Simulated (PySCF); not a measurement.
Molecule: C6H5CuO, singlet. Atoms near the plane z = 0.6 Å, at the B3LYP/def2-SVP optimised geometry (x, y, z in Å): Cu1 (-0.7, -0.7, 0.0), C2 (0.4, 0.8, 1.2), C3 (1.1, 0.6, 0.0), C4 (1.6, -0.7, 0.0), C5 (1.1, -1.4, 1.2), H7 (-0.1, 1.8, 1.5), H10 (1.3, -2.4, 1.5).

Calculation: B3LYP/def2-TZVP (PySCF 2.14.0). The values are rescaled to run from 0 to 1.

```
|-----------------------------|
|-----------------------------|
|-----------------------------|
|-----------------------------|
|-----------------------------|
|-----------------------------|
|-----------------------------|
|-----------------------------|
|-----------------------------|
|-----------------------------|
|-----------------------------|
|---------------:..-----------|
|---------------.  :----------|
|-----------------------------|
|-----------===-====----------|
|----------=@@%=-===----------|
|----------+@@@+-==-:---------|
|----------+@@@+--:  ---------|
|-----------+#+---. :---------|
|-----------------------------|
|-----------------------------|
|-----------------------------|
|-----------------------------|
|-----------------------------|
|-----------------------------|
|-----------------------------|
|-----------------------------|
|-----------------------------|
|-----------------------------|
```
Scale: ten equal steps from 0.000 (start of ' ') to 1.00 (end of '@'), in the order ' .:-=+*#%@'; x runs from -4.50 to 4.50, y from -4.50 (bottom) to 4.50 (top).

Problem. Which quantity is mapped?
(A) electrostatic potential
(B) Laplacian of the electron density
(C) electron localisation function
(D) an orbital amplitude

Solution. B, Laplacian of the electron density. In full: Laplacian of the electron density (e/bohr⁵), clipped to [-1.50, 1.50].
